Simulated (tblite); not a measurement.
Run record: tight-binding relaxation, `F[C]1C[SiH2]C[C@@H]1Cl` [radical].

Computed with GFN2-xTB geometry optimisation, gas phase (tblite 0.8.0). Start geometry: from a force field or distance geometry. A driver script takes a list of jobs; this job's settings line and coordinates (Å) are shown.

Command:
```bash
OMP_NUM_THREADS=1 python probes_run.py task.json out
```

Input:
```
{"job": {"kind": "relax", "xc": "GFN2-xTB", "basis": "xTB"}, "charge": 0, "multiplicity": 2}
F     -1.320600    -2.048300     1.098200
C     -0.779000    -1.030600     0.389200
C     -1.369700     0.337600     0.433400
Si     0.025600     1.507000    -0.115300
C      1.338500     0.116500    -0.168300
C      0.551000    -1.202400    -0.282200
Cl     0.281100    -1.649300    -1.991700
H     -2.215100     0.410000    -0.259600
H     -1.713200     0.581600     1.441600
H      0.357700     2.516400     0.926000
H     -0.223400     2.075400    -1.453500
H      1.887900     0.139800     0.772900
H      2.049400     0.267300    -0.980800
H      1.129400    -2.021300     0.167900
```

Output:
```
step      E/eV     max force
  0    -627.86869    1.602
  1    -627.93260    0.967
  2    -627.99211    0.442
  3    -628.01085    0.357
  4    -628.02579    0.250
  5    -628.03429    0.256
  6    -628.04239    0.195
  7    -628.04805    0.180
  8    -628.05155    0.153
  9    -628.05419    0.150
... (58 lines left out)
 68    -628.07846    0.025
 69    -628.07855    0.031
 70    -628.07865    0.026
 71    -628.07871    0.016
 72    -628.07874    0.015
 73    -628.07876    0.013
 74    -628.07880    0.013
 75    -628.07885    0.012
 76    -628.07888    0.011
 77    -628.07890    0.008
```

«max force» is the largest atomic force in eV/Å.

**Question.** From which step on does the largest force stay under 0.1 eV/Å, and how much energy is left to gain from there?

**Answer.** From step 17 (0.089 eV/Å), 8.1 meV above the end.

In short: energy lowered by 4.8 kcal/mol over 77 steps; largest atomic force 0.008 eV/Å at the end.

**Question.** Where do the atoms end?

**Answer.** 0.160 Å rms from the input after alignment:
```
atom  x, y, z in Å
F1    -1.4080   -2.0702    0.8471
C2    -0.6932   -0.9898    0.4716
C3    -1.3367    0.3368    0.5022
Si4    0.0279    1.4906   -0.1845
C5     1.3637    0.1277   -0.0888
C6     0.5694   -1.1577   -0.1583
Cl7    0.2254   -1.4280   -2.0754
H8    -2.2529    0.3287   -0.0959
H9    -1.6560    0.5834    1.5186
H10    0.3092    2.6083    0.7175
H11   -0.2580    1.9321   -1.5462
H12    1.8915    0.1528    0.8665
H13    2.1175    0.1626   -0.8705
H14    1.0995   -2.0776    0.0737
```

On an Arm Neoverse V1 with one thread, no GPU (shared host), this took 0.55 s of wall time.
Labels such as C1 count atoms from 1, the log's own numbers from 0.
